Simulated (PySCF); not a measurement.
C2H9NOSi, SMILES CC[Si@@H](N)O. Coordinates come from a PBE-D3(BJ)/def2-SVP optimisation. The structure was generated by enumeration; whether it is a known compound was not checked. One conformer was computed; it need not be the lowest.

Computed equilibrium geometry at PBE-D3(BJ)/def2-SVP (PySCF confirms it by a frequency run) as Cartesian coordinates in Å (one conformer of several):
```xyz
14

C      2.1475    -0.9305     0.2432
C      1.1626     0.1601     0.6863
Si    -0.3876     0.2733    -0.3876
N     -1.2187    -1.2480    -0.3136
O     -1.3911     1.5224     0.1619
H      3.0288    -0.9980     0.9141
H      1.6549    -1.9238     0.2239
H      2.5271    -0.7410    -0.7826
H      1.6580     1.1570     0.7008
H      0.8262    -0.0123     1.7338
H     -0.0290     0.4929    -1.8366
H     -1.5101    -1.5906     0.6064
H     -1.9557    -1.4332    -0.9987
H     -0.9750     2.4020     0.1879
```
